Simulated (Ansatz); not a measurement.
Cartesian coordinates in Å:
```
B -1.242 0.476 -0.057
Si 0.110 -0.235 -1.364
F 0.065 -1.778 -1.845
C 1.106 -0.125 0.277
N -0.160 -0.049 1.089
H -2.345 0.038 0.143
H -1.170 1.685 -0.056
H 0.755 0.494 -2.492
H 1.608 0.841 0.352
H 1.783 -0.903 0.634
H -0.426 -0.977 1.401
H -0.084 0.533 1.918
```

The species carries charge 0 and has multiplicity 1. The bonds changed during the relaxation, so this is another structure than the one it started from.

Task: List the PBE/def2-TZVPP orbital energies in eV (Ansatz 0.2.0). (Estimate.)

Result: The calculation gave: Occupied: -1779.60, -659.19, -382.78, -269.92, -175.68, -137.26, -94.06, -94.00, -93.91, -28.84, -24.05, -17.33, -14.30, -13.87, -12.36, -11.53, -10.35, -9.91, -9.86, -9.36, -8.77, -7.27, -7.13, -5.63. Lowest empty: -0.88, -0.19, 0.20, 0.52, 1.05, 1.62, 1.86, 2.26.
